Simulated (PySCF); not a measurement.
## Correlation energy of Ar²⁺ (argon, charge +2)

[Ne] 3s2 3p4, high-spin 3P determinant. Calculation: PySCF 2.14, in cc-pVDZ-DK (4s3p1d, 18 functions); the spin-free X2C one-electron Hamiltonian (Gaussian nucleus). Frozen: [Ne]; 6 electrons correlated.

MP2 pair energies summed by pair of shells (mhartree):

```
 pair  energy  share (%)
3p-3p  -44.16       49.5
3s-3p  -38.36       43.0
3s-3s   -6.76        7.6
```

Total MP2 correlation energy: -89.27 mhartree.

Same-spin part -21.73 and opposite-spin part -67.54 mhartree; SCS-MP2 scales them by 1/3 and 6/5 to -88.30 mhartree.

| level | correlation energy (mhartree) |
| --- | --- |
| CCSD | -108.24 |
| (T) | -0.97 |
| CCSD(T) | -109.21 |

Diagnostics: T1 = 0.0055, D1 = 0.0188, largest double amplitude 0.050.

**Question.** Is a single reference adequate?

**Answer.** Yes: T1 lies below 0.03 and no double amplitude reaches 0.07.
